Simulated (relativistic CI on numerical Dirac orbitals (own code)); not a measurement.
# In16+: q coefficients and field-shift factors

Calculated at this level of theory: Dirac-Coulomb-Breit CI, KLI orbitals optimised for each configuration, derivatives by finite differences, unscaled Slater integrals, QED left out (own radial code, finite nucleus).

Configuration list (outside the closed core [Ar] 3d10): 4s²4p³, 4s4p⁴, 4p⁵, 4s²4p²4d, 4s4p³4d, 4s²4p²4f, 4s²4p4d², 4s²4d³, 4s4p4d³, 4s²4d²4f. Double excitations out of closed p, d and f shells are left out; levels of such configurations are missing from the list, as are those of other unlisted configurations, and high levels can miss mixing partners.

With x = (α/α₀)² − 1 an excitation energy changes as ω = ω₀ + qx; K = 2q/ω₀ is the relative enhancement. Terms are leading LS components, so labels can repeat. The field-shift factor is F = δν/δ⟨r²⟩ for the transition from the lowest level.

Lowest level 4s²4p³ ⁴S°3/2.

```
         Level  ω₀ (cm⁻¹)  q (cm⁻¹)  F (GHz/fm²)
 4s²4p³ ²D°3/2      57605     57980        -1.34
 4s²4p³ ²D°5/2      77199     66090        -1.47
 4s²4p³ ²P°1/2     106250     66950        -2.21
 4s²4p³ ²P°3/2     160200    140900        -4.16
   4s4p⁴ ⁴P5/2     386073     90360        -91.2
   4s4p⁴ ⁴P3/2     427135    126300        -90.1
   4s4p⁴ ⁴P1/2     433533    122500        -91.3
   4s4p⁴ ²D3/2     482744    124500        -81.9
   4s4p⁴ ²D5/2     501029    150900        -84.9
   4s4p⁴ ²S1/2     544917    138300        -81.2
   4s4p⁴ ²P3/2     554192    112800        -56.1
4s²4p²4d ⁴F3/2     575146     32410        -8.17
4s²4p²4d ⁴F5/2     592504     33450         1.92
```

At this charge energies of transitions that change n are usually good to better than 1 %, and those within a shell (Δn = 0) to a few per cent.

Q: Which transition from the lowest level has the largest |K|?

A: 4s²4p³ ²D°3/2 at 57605 cm⁻¹, K = 2.01.
